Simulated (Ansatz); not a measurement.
Coupled-cluster diagnostics for the cluster Na₃Cl₃⁻, Ansatz.

Geometry of the doublet (PBE-D4/def2-SVPD):

```xyz
6

Na    1.825   -0.136    0.876
Na   -1.242   -1.586    0.219
Na   -0.855    1.835   -0.055
Cl   -2.608    0.208   -1.079
Cl    1.168   -2.566    0.211
Cl    1.712    2.244   -0.172
```

Correlated methods freeze 18 core orbitals; core or outer-core shells of Na are correlated, in sets that lack core-valence functions. Another isomer (doublet) lies 0.20 eV lower at PBE0-D4/def2-TZVPD; other spin states weren't run for this one.

Q: Estimate the CCSD(T) correlation energy, the shares of MP2 and (T), T1 and the reference's ⟨S²⟩ for: charge -1, doublet, own geometry in def2-SVPD; and the rough time on 4 threads of Intel Xeon Platinum 8488C on a shared host.

A: 
```json
{"state": "charge -1, doublet, own geometry", "basis": "def2-SVPD", "correlation (eV)": "-14.525", "MP2 share (%)": "90.8", "(T) share (%)": "2.4", "T1": "0.011", "⟨S²⟩ (pure)": "0.75 (0.75)", "wall time": "82 s"}
```
Customary marks for T1 are 0.02 (closed shells), 0.045 (open shells) and about 0.05 (3d metals). T1 stays under 0.02 throughout.
